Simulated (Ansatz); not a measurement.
Reaction (atomization): `C[B]O[SiH3]`• → B• + C• + 6 H• + O• + Si•

Gas-phase electronic energies from Ansatz, PBE0-D4/def2-TZVP geometries. CCSD(T)/CBS is the MP2 limit (def2-TZVPP, def2-QZVPP) plus CCSD(T) − MP2 in def2-TZVPP, frozen cores. This one scheme is used for every species, atoms too. For atomizations the MP2-based limit and the directly extrapolated one differ by several kJ/mol either way, and by 10 to 25 for some Ge, Se and Sn compounds, so smaller differences from it don't rank the levels. Functionals use def2-TZVPP. No spin–orbit coupling; open shells (•) take unrestricted orbitals. Spin–orbit coupling would lower the free atoms: a little for B, C, O, Si. One conformer a species, not always the lowest.

CCSD(T)/CBS gives +3612.1 kJ/mol.

Question: Another level gave +3488.8 kJ/mol. Which?
A. HF/def2-TZVPP
B. PBE-D4/def2-TZVPP
C. CCSD/def2-TZVPP
D. ωB97X-V/def2-TZVPP

Answer: C. CCSD/def2-TZVPP 3488.8, PBE-D4 3652.6, HF/def2-TZVPP 2783.3, ωB97X-V 3627.2 kJ/mol.

Largest T1 diagnostic among the species: 0.014.

From BLYP to BHLYP (50 % exact exchange), in def2-TZVPP and without D4, ΔE moves by −36.6 kJ/mol: exact exchange takes away binding that semilocal exchange gives to molecules. In def2-TZVPP, CCSD(T) changes the Hartree–Fock value by +744.4 kJ/mol (the triples alone add +38.9 kJ/mol) and MP2 by +792.5 kJ/mol; breaking electron pairs costs correlation energy, which Hartree–Fock lacks.
